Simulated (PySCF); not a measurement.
Ge(F)(OMe) (CH3FGeO), SMILES [Ge]([O]C)[F] (connectivity only; charge and spin as stated), neutral, multiplicity 1.

Coordinates come from a PBE0-D3(BJ)/def2-SVP optimisation. The values are those of a single conformer.

Computed with PySCF with ωB97X/def2-TZVPD.

Computed frontier levels, gap, dipole moment and polarisability:
| Quantity | Result |
|---|---|
| highest occupied level | -10.61 eV |
| lowest empty level | -0.02 eV |
| orbital gap | 10.58 eV |
| dipole moment | 0.84 D |
| quadrupole, principal values (traceless, Buckingham form, about the centre of nuclear charge) | -8.20, 3.43, 4.77 D·Å |
| mean static polarisability | 48.0 bohr³ (7.12 Å³) |
| polarisability, principal values | 41.1, 44.9, 58.1 bohr³ |
